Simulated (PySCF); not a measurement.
B3LYP has the VWN-RPA correlation part, as in Gaussian. Excitations are Tamm–Dancoff values on a coarser integration grid. The basis has no diffuse functions, so Rydberg states are missing or too high.

Z-matrix (Å, degrees):
```
Al
Cl 1 2.0798
Br 1 2.2363 2 119.81
Br 1 2.2363 2 119.81 3 -180.00
```
Charge 0, spin multiplicity 1.

Q: Give the S1–T1 gap (TDA), HOMO–LUMO gap and LUMO at the level B3LYP-D3(BJ)/def2-TZVP in PySCF 2.14.0.

A: 
| Property | Value |
|---|---|
| S1–T1 gap (TDA) | 0.28 eV |
| HOMO–LUMO gap | 6.71 eV |
| LUMO | -1.78 eV |
